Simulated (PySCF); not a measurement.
SMILES Cc1ccc(-c2cccs2)cc1 (C11H10S) (GFN2-xTB optimised geometry):

```
22

C     -2.376     3.734    -0.021
C     -1.606     2.450     0.000
C     -0.215     2.452    -0.001
C      0.497     1.271    -0.001
C     -0.157     0.037     0.000
C      0.596    -1.200     0.004
C      0.139    -2.491     0.008
C      1.167    -3.453     0.012
C      2.405    -2.897     0.011
S      2.340    -1.182     0.003
C     -1.554     0.037     0.000
C     -2.259     1.223     0.000
H     -1.842     4.515     0.517
H     -2.512     4.069    -1.050
H     -3.359     3.605     0.424
H      0.315     3.394    -0.001
H      1.577     1.296    -0.001
H     -0.903    -2.755     0.008
H      0.991    -4.515     0.015
H      3.359    -3.385     0.013
H     -2.093    -0.897     0.002
H     -3.340     1.197     0.001
```

Method: CAM-B3LYP/def2-SVP run with PySCF.

Problem. What are the frontier orbital energies and the dipole moment?

Solution. HOMO-2 -8.59 eV, HOMO-1 -8.34 eV, HOMO -7.01 eV, LUMO 0.02 eV, LUMO+1 1.07 eV; dipole moment 0.64 D.

Meta-Löwdin charges at CAM-B3LYP/def2-SVP: C1 -0.29, C2 0.03, C3 -0.11, C4 -0.11, C5 0.00, C6 -0.10, C7 -0.14, C8 -0.13, C9 -0.23, S10 0.24, C11 -0.10, C12 -0.11, H13 0.10, H14 0.11, H15 0.10, H16 0.10, H17 0.10, H18 0.11, H19 0.11, H20 0.12, H21 0.10, H22 0.10.
